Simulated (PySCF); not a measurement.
AsF3, charge +1, doublet, at a GFN2-xTB geometry (a state made from the parent by changing its charge; the spin is typed, not shown lowest). Base run: PBE0/def2-SVP (PySCF).

Here is a job for PySCF.
```python
from pyscf import gto, scf, dft

mol = gto.M(
    atom='''
F    -0.86383509   -1.20521111   -0.44452213
As    0.01084277   -0.00481260    0.37118157
F     1.46023873   -0.12505297   -0.49840690
F    -0.63616046    1.34791028   -0.41807005
''',
    basis='def2-svp',
    charge=1,
    spin=1,
    verbose=3,
)

mf = dft.UKS(mol)
mf.xc = 'pbe0'
mf.kernel()
```

Each row names what was changed in the base input (with any setting that the change needs).

| change | basis functions | E (Eh) | HOMO (eV) |
|---|---|---|---|
| base | 74 | -2533.95072 | -18.68 |
| basis = cc-pVTZ-DK; relativity = spin-free X2C; nucleus = Gaussian (with nucmod='G') | 133 | -2559.75536 | -18.70 |
| basis = cc-pVTZ-DK; relativity = none | 133 | -2519.17505 | -18.60 |
| basis = x2c-TZVPall; relativity = spin-free X2C | 141 | -2559.77997 | -18.71 |
| basis = x2c-SVPall; relativity = none | 74 | -2523.77260 | -18.63 |
| basis = x2c-TZVPall; relativity = none | 141 | -2523.22613 | -18.61 |
| basis = x2c-TZVPall; relativity = spin-free X2C; nucleus = Gaussian (with nucmod='G') | 141 | -2559.76681 | -18.71 |
| basis = cc-pVTZ-DK; relativity = spin-free X2C | 133 | -2559.77072 | -18.70 |
| basis = x2c-SVPall; relativity = spin-free X2C | 74 | -2558.99634 | -18.75 |
| basis = x2c-SVPall; relativity = spin-free X2C; nucleus = Gaussian (with nucmod='G') | 74 | -2558.98431 | -18.75 |

Total energies compare only within one method and basis.

Open shells are given as the SCF converged; they aren't shown to be the lowest states, and a large step between rows can be another state.

Basis sets contracted for a relativistic Hamiltonian are a mismatch without it, so the rows without relativity aren't non-relativistic limits. No row has spin-orbit coupling; sets with core potentials leave out the core electrons.
